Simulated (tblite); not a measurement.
Problem. What does the GFN2-xTB structure of `C(c1c[n-]c([SiH3])c1)#C` look like in three dimensions? (Charge -1.)

Solution. 
```xyz
14
C6H6NSi angstrom
C     -3.7312    0.4552   -0.4171
C     -2.5723    0.1741   -0.2366
C     -1.2331   -0.1604   -0.0244
C     -0.7293   -1.3822    0.4608
N      0.5939   -1.3827    0.5485
C      1.0034   -0.1462    0.1192
Si     2.7880    0.2992    0.0726
C     -0.0948    0.6341   -0.2418
H     -4.7409    0.6999   -0.5740
H     -1.3071   -2.2526    0.7442
H      2.9695    1.6826   -0.4271
H      3.4898    0.2701    1.3780
H      3.6350   -0.5389   -0.8090
H     -0.0714    1.6474   -0.6154
```

Orientation and origin are arbitrary. Atoms count from 1 in this order. The 5 C–C bonds span 1.206 Å (C1≡C2, drawn triple) to 1.408 Å (C3–C4, aromatic), a spread of 0.202 Å. The 8 heavy atoms lie in one plane (0.000 Å rms). Si7 (SiH3 silicon) is distorted tetrahedral (angles from 104.0° to 115.6°). C4 (aromatic CH next to a ring nitrogen) is planar (angles 126.7°, 121.0° and 112.3°, sum 360.0°, 0.00 Å off the plane of its three neighbours).

Bonds between heavy atoms (Å): C1≡C2 1.206, C2–C3 1.397, C3–C4 1.408, C4–N5 1.326, N5–C6 1.371, C6–Si7 1.840, C6–C8 1.395, C3–C8 1.405.

Structure optimised with GFN2-xTB, isolated species.

Point group: Cs (every atom within 0.08 Å of its image). Its GFN2-xTB frequencies are all real (lowest 48 cm⁻¹). 2 starts were optimised and ended at 0.00 and 0.12 kcal/mol (GFN2-xTB); the lowest of these is shown.

These are computed values.
